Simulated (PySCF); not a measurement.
I2, triplet, geometry from GFN2-xTB (a higher spin typed on purpose: for a closed-shell molecule this is an excited state) (core potentials on I). Base run: PBE0/def2-SVPD (PySCF).

Input for PySCF:
```python
from pyscf import gto, scf, dft, solvent

mol = gto.Mole()
mol.atom = '''
    I    -0.000000   -0.000000   -1.584197
    I     0.000000    0.000000    1.584197
'''
mol.basis = 'def2-svpd'
mol.ecp = {'I': 'def2-svpd'}
mol.charge = 0
mol.spin = 2
mol.verbose = 4
mol.build()

mf = dft.UKS(mol)
mf.xc = 'pbe0'
mf.kernel()
```

Each row names what was changed in the base input (with any setting that the change needs).

```
change                                                     ΔE vs base (kJ/mol)
---------------------------------------------------------  -------------------
base                                                                      0.00
model = IEF-PCM; solvent = dichloromethane                               -2.41
model = ddCOSMO; solvent = 2-propanol                                    -2.24
model = IEF-PCM; solvent = 2-propanol; r_probe = 0.5                     -1.14
model = IEF-PCM; solvent = methanol                                      -2.79
model = IEF-PCM; solvent = dimethylsulfoxide                             -2.84
model = IEF-PCM; solvent = 2-propanol                                    -2.69
model = IEF-PCM; solvent = 2-propanol; lebedev_order = 41                -2.68
model = C-PCM; solvent = 2-propanol                                      -2.79
model = IEF-PCM; solvent = 2-propanol; vdw_scale = 1.4                   -1.33
model = IEF-PCM; solvent = 2-propanol; vdw_scale = 1.1                   -4.31
model = SS(V)PE; solvent = 2-propanol                                    -2.69
```

The base is the gas phase, so ΔE is the electrostatic part of solvation at a fixed geometry, without cavity and dispersion terms.

Open shells are given as the SCF converged; they aren't shown to be the lowest states, and a large step between rows can be another state.
